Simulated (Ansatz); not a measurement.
`C#C[Si](Cl)(Cl)C#C` + CH₃SH → `C#CSC` + `C#C[SiH](Cl)Cl`  (substitution at a C–Si bond)

Program: Ansatz. Geometries: PBE0-D4/def2-TZVP. ΔE: electronic, gas phase. CBS: MP2 limit from def2 TZ/QZ plus the TZ coupled-cluster correction, frozen cores. This one scheme is used for every species. Functionals use def2-TZVPP.

`C#C[Si](Cl)(Cl)C#C`:

```xyz
9

C     2.262    1.240   -0.431
C     1.341    0.652    0.077
Si   -0.041   -0.228    0.831
Cl   -0.822    0.907    2.327
Cl    0.626   -1.985    1.606
C    -1.326   -0.566   -0.390
C    -2.181   -0.790   -1.209
H     3.078    1.760   -0.880
H    -2.938   -0.989   -1.932
```

CH₃SH:

Z-matrix (Å, degrees):
```
C
S 1 1.806
H 1 1.089 2 111.5
H 1 1.089 2 111.5 3 -123.8
H 1 1.090 2 106.2 3 118.1
H 2 1.342 1 97.1 3 61.9
```

`C#CSC`:

```xyz
8

C    -0.820   -1.656   -1.326
C     0.042   -1.056   -0.733
S     1.288   -0.273    0.064
C     0.385    1.087    0.840
H    -1.581   -2.185   -1.848
H    -0.078    1.718    0.083
H    -0.365    0.702    1.529
H     1.129    1.663    1.392
```

`C#C[SiH](Cl)Cl`:

```xyz
7

C     0.287   -0.395    1.951
C     0.082   -0.173    0.784
Si   -0.250    0.148   -0.963
Cl   -0.153    2.153   -1.306
Cl    1.147   -0.808   -2.097
H     0.471   -0.590    2.983
H    -1.585   -0.334   -1.353
```

CCSD(T)/CBS gives +65.1 kJ/mol.

(1) Another level gave +56.7 kJ/mol. Which?
A. CAM-B3LYP/def2-TZVPP
B. PBE/def2-TZVPP
C. revPBE-D4/def2-TZVPP
D. SCS-MP2/def2-TZVPP

Largest T1 diagnostic among the species: 0.012.

Answers

(1) A. CAM-B3LYP 56.7, revPBE-D4 51.2, SCS-MP2/def2-TZVPP 66.1, PBE 46.8 kJ/mol.

Leaving LDA and LC-ωPBE aside and taking each functional with its dispersion term where it has one, the values, not all of them listed here, spread over 13.3 kJ/mol, from PBE-D4 to BHLYP-D4. LDA lies −3.2 kJ/mol from PBE without D4. The D4 term adds +4.2 kJ/mol with B3LYP and +2.6 kJ/mol with PBE0; it sums over pairs of atoms, weighted by their polarisabilities, and B3LYP, whose exchange is more repulsive, gets the larger term. From BLYP to BHLYP (50 % exact exchange), in def2-TZVPP and without D4, ΔE moves by +8.6 kJ/mol.

B3LYP here is the variant with VWN-RPA as its local correlation; programs differ in this.
